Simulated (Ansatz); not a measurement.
Born–Oppenheimer molecular dynamics of BrClGaH$_{5}$N$_{2}$ (10 atoms, charge 0, multiplicity 1). It starts at the highest image of a converged band. Of that band: Beside the main top the profile has a ripple of under 15 meV (maxima at images 4, 7), which may be a very shallow well or noise. A vibrational analysis at the climbing image gives one clearly imaginary mode, 152i cm⁻¹: a first-order saddle point.

Theory: RKS PBE-D4/def2-SVP in Ansatz 0.2.0.

- ensemble: NVE (velocity Verlet)
- time step: 0.5 fs
- steps asked: 200
- starting velocities drawn for: 100 K
- seed: 2074

First frame:

```xyz
10
Properties=species:S:1:pos:R:3
Ga 0.013 0.280 -0.221
Cl -0.026 -0.286 2.093
N 1.621 0.214 -1.117
H 1.953 -0.743 -1.289
H 2.373 0.732 -0.649
N -1.613 -0.242 -0.886
H -2.389 -0.223 -0.215
H -1.907 0.230 -1.748
Br 0.115 2.696 0.898
H 0.052 1.383 1.881
```

How far do the bonds stretch over the last three quarters of this one trajectory? (Pairs bonded in most of those frames.)


```csv
bond,mean (Å),spread (Å),shortest,longest
Ga1–Cl2,2.388,0.019,2.37,2.43
Ga1–N3,1.834,0.025,1.80,1.88
Ga1–N6,1.837,0.014,1.80,1.85
Ga1–Br9,2.626,0.005,2.62,2.64
N3–H4,1.027,0.004,1.02,1.03
N3–H5,1.026,0.003,1.02,1.03
N6–H7,1.025,0.013,1.00,1.05
N6–H8,1.026,0.012,1.00,1.04
Br9–H10,1.670,0.037,1.60,1.72
```

Pairs bonded in part of these frames only: Cl2–H10 48 %.

Mean temperature of the second half: 48 K. The conserved energy stayed within 0.043 meV per atom of its start (net change 0.012 meV per atom), so the integration is sound. A run of 0.1 ps of so small a system gives no equilibrium averages. The orbitals stay closed-shell, which can raise the energy where a bond breaks towards radicals; this wasn't checked here.

The run took 6.3 min on 4 threads of Intel(R) Xeon(R) Platinum 8259CL CPU @ 2.50GHz (Skylake/Cascade Lake) (shared host), peak memory 0.27 GiB.
